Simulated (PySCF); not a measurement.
## Dipole moment and polarisability of `CCC#CC(N)=O`

C5H7NO.
Geometry (GFN2-xTB, Å), atoms numbered from 1 in this order:
```
atom  x, y, z in Å
C1    -1.9489    1.1426    0.8270
C2    -1.5288   -0.3221    0.9572
C3    -0.2697   -0.5806    0.2952
C4     0.7791   -0.7410   -0.2715
C5     2.0318   -1.0646   -0.9114
N6     2.6118    0.0025   -1.5207
O7     2.5189   -2.1729   -0.9073
H8    -2.0614    1.4152   -0.2201
H9    -2.8984    1.3032    1.3324
H10   -1.2021    1.7947    1.2747
H11   -1.4255   -0.5907    2.0126
H12   -2.2907   -0.9716    0.5163
H13    3.4914   -0.1292   -1.9909
H14    2.1918    0.9141   -1.5103
```

Level: wB97X-D/def2-SVPD (PySCF), static field, nuclei fixed, core orbitals frozen in the response. The polarisability tensor in these axes (au):

```
x    89.06  -9.29 -20.19
y    -9.29  68.64   0.60
z   -20.19   0.60  61.57
```

Task: What are the eigenvalues, a third of the trace, and Δα (Δα² = ½Σ(αi − αj)² over the three pairs)?

Result: Principal values 50.04, 67.30 and 101.93 au; mean 73.09 au = 10.83 Å³ = 12.05 × 10⁻⁴⁰ C²·m²/J; Δα = 45.76 au (63 % of the mean).

Task: What is the dipole moment, and where does it point?

Result: (-1.98, 4.12, 0.09) D, 4.57 D in size, pointing from the negative to the positive side. Measured along this direction, the outermost atoms are O7 at the negative end and H9 at the positive end.

Task: Form Σ f/ω² (atomic units) for the 8 lowest TDDFT singlets, given as eV and f, and set it beside the mean polarisability, which is this sum over all singlets: 5.04, 0.0001; 5.87, 0.0002; 6.17, 0.0978; 6.83, 0.1164; 6.91, 0.0018; 7.54, 0.0157; 7.58, 0.0020; 7.77, 0.0319.

Result: They add up to 4.41 au, 6.0 % of the 73.09 au; the largest single term is 1.90 au, from the state at 6.17 eV. Terms in order: 0.00, 0.00, 1.90, 1.85, 0.03, 0.20, 0.03, 0.39 au. Higher excitations give the rest. The strengths listed sum to 0.266.

Task: What are the principal values of the traceless quadrupole moment, Θ = ½Σq(3rr − r²1), about the centre of nuclear charge?

Result: -15.09, -2.66, 17.75 D·Å. The values depend on the origin, since the dipole doesn't vanish. The electronic extent ⟨r²⟩ about the same centre is 1140 bohr², a root-mean-square distance of 2.48 Å for the 52 electrons.

Task: Find the Langevin capture rate constant for NH4+ (18.034 u) meeting this molecule (97.053 u), k = 2.342 × 10⁻⁹ cm³/s × √(α in Å³ / reduced mass in u).

Result: The reduced mass is 15.21 u, so k = 1.98 × 10⁻⁹ cm³/s. The formula leaves out the permanent dipole, which adds to the capture rate.

Isolated species at its GFN2-xTB geometry (one conformer only).
